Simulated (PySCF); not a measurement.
Compound: C6H11O2 (doublet state).
Z-matrix (Å and degrees, GFN2-xTB geometry), rows numbered from 1:
```
C 
C   1  1.5384
C   2  1.4841  1  110.85
C   3  1.4788  2  120.03  1    91.62
C   3  1.4329  2  121.68  1   -85.77
O   5  1.2221  3  124.86  2   178.31
O   5  1.3643  3  113.33  2    -1.79
C   7  1.4142  5  115.14  3  -179.32
H   1  1.0870  2  109.92  3   179.98
H   1  1.0864  2  109.99  3    60.14
H   1  1.0874  2  110.47  3   -59.95
H   2  1.0924  1  108.82  3   120.73
H   2  1.0910  1  108.14  3  -120.54
H   4  1.0918  3  110.58  2   -52.48
H   4  1.0928  3  110.52  2    65.59
H   4  1.0870  3  109.99  2  -173.83
H   8  1.0876  7  106.33  5  -173.67
H   8  1.0927  7  110.48  5   -53.53
H   8  1.0932  7  110.48  5    66.45
```

The hyperfine couplings belong to this conformer and change with its torsions.

As a line formula: `CC[C](C)C(=O)OC` [radical].

Theory: UKS B3LYP, pcH-1 on C H O, non-relativistic, mean-field spin-orbit, GIAO (PySCF 2.14.0). One conformer (not necessarily the lowest) at the GFN2-xTB geometry, without solvent, vibrations or thermal averaging. The geometry wasn't refined by DFT: couplings that depend on bond lengths, twists or pyramidal angles can differ widely from those at the functional's own minimum. No stability test was run, so a lower SCF solution isn't excluded.

Largest spin populations (Mulliken): C3 (+0.82), O6 (+0.19) and C4 (-0.07). The positive populations add up to 1.19 and the negative ones to -0.19, together 2S = 1. The angles at C3 add up to 360.0°, so it is planar.

Problem. How do the β-proton couplings of this frozen conformer go with θ, the angle between the C–H bond and the normal to the plane of the spin centre's three neighbours, both seen down the bond from centre to carbon?

Solution. 
```json
{"β H": "H12", "on": "C2", "centre": "C3", "θ (°)": "63", "cos²θ": "0.21", "a (G)": "+7.67"}
{"β H": "H13", "on": "C2", "centre": "C3", "θ (°)": "58", "cos²θ": "0.29", "a (G)": "+12.11"}
{"β H": "H14", "on": "C4", "centre": "C3", "θ (°)": "36", "cos²θ": "0.65", "a (G)": "+31.26"}
{"β H": "H15", "on": "C4", "centre": "C3", "θ (°)": "26", "cos²θ": "0.81", "a (G)": "+35.86"}
{"β H": "H16", "on": "C4", "centre": "C3", "θ (°)": "85", "cos²θ": "0.01", "a (G)": "+0.98"}
```

Fitting the Heller–McConnell form a = ρ(B0 + B2 cos²θ), with Mulliken ρ = 0.82, gives B0 = -0.6 G and B2 = 55.8 G, with a largest miss of 1.9 G. By this fit the coupling would be 45.4 G at θ = 0° and -0.5 G at 90°.

Problem. What would the freely rotating methyl group on C4 show?

Solution. Three equal couplings, a 1:3:3:1 quartet. The mean of the three values of this geometry estimates the splitting: 22.7 G, or 63.7 MHz (three bonds 120° apart have a mean cos²θ of 1/2 at any torsion).

Couplings in gauss use g_iso = 2.0036.

The run took 95 s (grids of density and orbitals included) on Arm Neoverse V1, one thread, shared host with 32 logical CPUs at a one-minute load of 17, and the process peaked at 1.1 GiB of memory.
